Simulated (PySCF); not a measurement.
**Computed vibrations of [Lu(H2O)4]3+**

[Lu(H2O)4]3+ (singlet in the valence; each metal's 4f electrons, 14 of them, lie in its core potential, out of spins and levels). PySCF 2.14.0, RKS PBE0, Lu lcecp-1-SVP with ECP60, O def2-SVP, H def2-SVP; non-relativistic Hamiltonian with scalar-relativistic core potentials where named; density fitting; no spin-orbit coupling. Central differences of gradients.

```xyz
13

Lu    0.0000    0.0000    0.0000
O     1.2688    1.2839    1.2839
H     1.6387    1.0822    2.1741
H     1.6387    2.1741    1.0822
O    -1.2688   -1.2839    1.2839
H    -1.6387   -1.0822    2.1741
H    -1.6387   -2.1741    1.0822
O     1.2688   -1.2839   -1.2839
H     1.6387   -2.1741   -1.0822
H     1.6387   -1.0822   -2.1741
O    -1.2688    1.2839   -1.2839
H    -1.6387    2.1741   -1.0822
H    -1.6387    1.0822   -2.1741
```

Run from Python with OMP_NUM_THREADS=2. Where DIIS fails, smearing, a level shift and second-order steps follow.
It took 91 s on 2 threads of AMD EPYC 7R43 64-Core Processor (Zen 3), on a shared host.

Q: What are the harmonic wavenumbers and infrared intensities?

A: Modes are labelled in D2d; negative numbers are unstable modes, those under 60 cm⁻¹ near the noise; a finer grid moves soft modes by up to 10 cm⁻¹.
```
cm⁻¹  km/mol  symmetry
-148       –        a2
 -32       –         e
 -32       –         e
  14     0.0        b1
  57     9.6        b2
  64     0.0        a1
  80     0.0        b1
  96     6.9         e
  96     6.9         e
 406     8.4         e
 406     8.4         e
 406     0.0        a1
 410     6.2        b2
 601     0.0        a2
 619     6.9         e
 619     6.9         e
 639     0.0        b1
 654   435.0         e
 654   435.0         e
 654     0.0        a1
 664   918.5        b2
1672   217.1        b2
1672   188.6         e
1672   188.6         e
1679     0.0        a1
3611   596.5         e
3611   596.5         e
3611   690.7        b2
3632     0.0        a1
3646     0.0        a2
3650     0.0        b1
3650   852.8         e
3650   852.8         e
```

Q: Is this a minimum?

A: No: 3 unstable; the lowest moves the atoms so:
```
Lu   0.00  0.00  0.00
O    0.00 -0.01  0.01
H   -0.29  0.13  0.16
H    0.29 -0.16 -0.13
O    0.00 -0.01 -0.01
H   -0.29  0.13 -0.16
H    0.29 -0.16  0.13
O    0.00  0.01 -0.01
H    0.29  0.16  0.13
H   -0.29 -0.13 -0.16
O    0.00  0.01  0.01
H    0.29  0.16 -0.13
H   -0.29 -0.13  0.16
```

An lcecp potential fixes the number of 4f electrons, so in runs with it no electron can move into or out of that shell.
